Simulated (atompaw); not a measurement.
## Reading a pseudo-wave (tin (Sn))

Columns: radius, all-electron u(r) and pseudo u(r) of the 5s shell (level -11.04 eV) of tin in the configuration [Kr] 4d10 5s1.75 5p2.25; LDA (PW92), scalar-relativistic, PAW (atompaw) scheme, atompaw 4.2.0.5.

```
r (bohr)  all-electron  pseudo
   0.094       -0.1488  0.0501
   0.188        0.1465  0.1001
   0.283        0.2160  0.1503
   0.377        0.0314  0.1997
   0.471       -0.1871  0.2486
   0.565       -0.3240  0.2968
   0.660       -0.3564  0.3445
   0.754       -0.3035  0.3906
   0.848       -0.1966  0.4353
   0.942       -0.0629  0.4783
   1.037        0.0793  0.5197
   1.131        0.2142  0.5582
   1.225        0.3359  0.5940
   1.319        0.4410  0.6267
   1.413        0.5283  0.6558
   1.508        0.5988  0.6814
   1.602        0.6523  0.7025
   1.696        0.6912  0.7191
   1.790        0.7174  0.7310
   1.885        0.7326  0.7380
   1.979        0.7383  0.7398
   2.073        0.7362  0.7364
   2.167        0.7278  0.7278
   2.262        0.7140  0.7140
   2.356        0.6962  0.6962
   2.450        0.6753  0.6753
```

Task: How many radial nodes do the two functions have?

Result: The all-electron 5s function has n − l − 1 = 4 (the table is too coarse to show those close to the nucleus); the pseudo-wave has 0, since the states of the same l below it are removed with the core.

Task: At about which radius was the pseudo-wave matched?

Result: 2.15 bohr, where the columns begin to agree (steps of 0.09 bohr).

Task: Is the pseudo-wave norm-conserving?

Result: No, it belongs to a PAW set: the norm inside the radius is not constrained, and the difference is carried by the augmentation charge.
